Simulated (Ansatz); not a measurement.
Reaction (germylene formation by 1,1-elimination): `S[CH2][GeH3]` → `[GeH2]` + CH₃SH

Program: Ansatz. Geometries: PBE0-D4/def2-TZVP. ΔE: electronic, gas phase. CCSD(T)/CBS is the MP2 limit (def2-TZVPP, def2-QZVPP) plus CCSD(T) − MP2 in def2-TZVPP, frozen cores. This one scheme is used for every species. Functionals use def2-TZVPP. B3LYP here is the variant with VWN-RPA as its local correlation; programs differ in this. For Ge outer-core shells are correlated without core-valence functions, which leaves a few kJ/mol of doubt a bond. Scalar relativity is left out up to krypton. Each species was taken in one conformer, which may not be the lowest.

CCSD(T)/CBS gives +155.3 kJ/mol.

(1) Another level gave +158.4 kJ/mol. Which?
A. BHLYP/def2-TZVPP
B. B3LYP/def2-TZVPP
C. CAM-B3LYP/def2-TZVPP
D. CCSD(T)/def2-TZVPP

Largest T1 diagnostic among the species: 0.012.

Results:

(1) D. CCSD(T)/def2-TZVPP 158.4, B3LYP 120.4, BHLYP 131.9, CAM-B3LYP 137.3 kJ/mol.

From BLYP to BHLYP (50 % exact exchange), in def2-TZVPP and without D4, ΔE moves by +25.7 kJ/mol. At CCSD(T), def2-SVP lies −9.5 kJ/mol from the extrapolated value and def2-TZVPP +3.1 kJ/mol.
